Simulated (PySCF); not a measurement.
**Stationary points of OsO₄**

Method: PBE0/[Os def2-SVP with ECP60, O def2-SVP], scalar-relativistic core potentials, density fitting, no spin–orbit coupling, PySCF.

Relaxations began from a few typed shapes. The search is not exhaustive: other isomers or separated fragments can lie lower, and high-lying points may rest on an excited occupation.

(1) Order these stationary points by electronic energy, lowest first, in kJ/mol from the lowest minimum.
A. singlet C2v: Os–O 1.689 Å (×2), Os–O 1.880 Å (×2), O–O 1.486 Å; O–Os–O 46.6°, O–Os–O 101.7° (×2), O–Os–O 110.1°, O–Os–O 148.3° (×2), O–O–Os 66.7° (×2)
B. singlet C2v: Os–O 1.677 Å (×2), Os–O 1.891 Å (×2), O–O 1.400 Å; O–Os–O 43.5°, O–Os–O 118.1° (×4), O–Os–O 119.1°, O–O–Os 68.3° (×2)
C. singlet D4h: Os–O 1.761 Å (×4); O–Os–O 90.0° (×4), O–Os–O 180.0° (×2)
D. singlet Td: Os–O 1.693 Å (×4); O–Os–O 109.5° (×6)

(2) Which of them are minima?

Results:

(1) D (0.0), B (212.1), A (360.7), C (649.3).

(2) By energy in kJ/mol, 0.0: minimum; 212.1: minimum; 360.7: not settled, its softest mode being under 30 cm⁻¹; 649.3: saddle point, 4 imaginary modes.

Formally Os is in oxidation state +8, d0. The polar-tensor charge on Os, 2.17, is far below the formal one.

For the lowest minimum: stability towards spin polarisation was not tested. With an element this heavy the missing spin–orbit coupling can shift these numbers.
